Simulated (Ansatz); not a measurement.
Geometry optimisation, RKS B3LYP/def2-SVP (Ansatz 0.2.0).

The input (input.yaml):

```yaml
crystal:
  periodic: [false, false, false]
  atoms:
    - { symbol: Hf, position_ang: [0.0, 0.0, 0.0] }
    - { symbol: Cl, position_ang: [0.0, 0.0, 2.52] }
    - { symbol: F, position_ang: [1.8671, 0.0, -0.6593] }
    - { symbol: O, position_ang: [-0.975, 1.6891, -0.6893] }
    - { symbol: H, position_ang: [-1.9328, 1.4584, -0.9117] }
    - { symbol: F, position_ang: [-0.9326, -1.6157, -0.6593] }
basis:
  gaussian: { orbitals: def2-SVP }
hamiltonian:
  xc: b3lyp
relax:
  f_tol: 0.02
  max_steps: 40
```

Command:

```bash
$ ansatz run input.yaml --threads 1 --pin off --max-ram 2048MiB --backend cpu --events-out ev --progress --plain --runs-dir out
```

Where does it end, and by what steps?

It converged. After 7 steps the energy has fallen by 0.705 eV; H5 moved furthest, 0.58 Å.

| step | energy less start (eV) | largest force component (eV/Å) | accepted |
| --- | --- | --- | --- |
| 0 | 0.0000 | 2.843 | yes |
| 1 | -0.4382 | 1.868 | yes |
| 2 | -0.5803 | 0.456 | yes |
| 3 | -0.6112 | 0.377 | yes |
| 4 | -0.6322 | 1.624 | yes |
| 5 | -0.7006 | 0.228 | yes |
| 6 | -0.7044 | 0.065 | yes |
| 7 | -0.7047 | 0.012 | yes |

```xyz
6
Properties=species:S:1:pos:R:3
Hf -0.056 -0.087 0.037
Cl 0.017 -0.016 2.408
F 1.711 0.121 -0.671
O -1.176 1.303 -0.638
H -1.738 1.993 -0.996
F -0.732 -1.783 -0.539
```

Whether the end is a true minimum wasn't checked by a vibrational analysis.

Time of the run: 45 s on 1 thread of Arm Neoverse V2 (shared host), peak memory 0.21 GiB.
